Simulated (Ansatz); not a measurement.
F₃H₃O₃W (`[OH][W]([OH])([OH])([F])([F])[F]`). Total charge 0; spin multiplicity 1. W takes the def2 core potential. The structure was optimised at the PBE0-D4/def2-TZVP level. It is one conformer, not always the lowest.

```xyz
10

O    -1.697    0.402   -0.208
W     0.070   -0.033    0.198
O     0.153   -1.323   -1.145
O     0.746    1.299   -0.917
F    -0.279   -1.492    1.326
F     1.841   -0.175    0.800
F    -0.211    1.027    1.721
H    -2.237    1.032    0.277
H    -0.063   -2.253   -1.033
H     1.677    1.516   -1.017
```

Problem. What is the dipole moment at PBE/def2-TZVPP? (Best estimate.)

Solution. Ansatz gave: 2.19 D, with components (-0.72, 0.34, -2.04) D in this frame, pointing from negative to positive charge.

Problem. And with r2SCAN, B3LYP, ωB97M-V? (Best estimate.)

Solution. Computed: r2SCAN 2.25 D, B3LYP 2.30 D, ωB97M-V 2.26 D.

Problem. Give the Mulliken charges with PBE, r2SCAN, ωB97M-V in def2-TZVPP. (Estimate.)

Solution. The calculation gave: 
```csv
atom,PBE,r2SCAN,ωB97M-V
O1,-0.28,-0.35,-0.31
W2,0.96,1.27,1.22
O3,-0.28,-0.35,-0.31
O4,-0.28,-0.35,-0.31
F5,-0.26,-0.30,-0.30
F6,-0.26,-0.30,-0.30
F7,-0.26,-0.30,-0.30
H8,0.21,0.23,0.21
H9,0.21,0.23,0.21
H10,0.21,0.23,0.21
```

B3LYP here is the variant with VWN-RPA as its local correlation; programs differ in this.
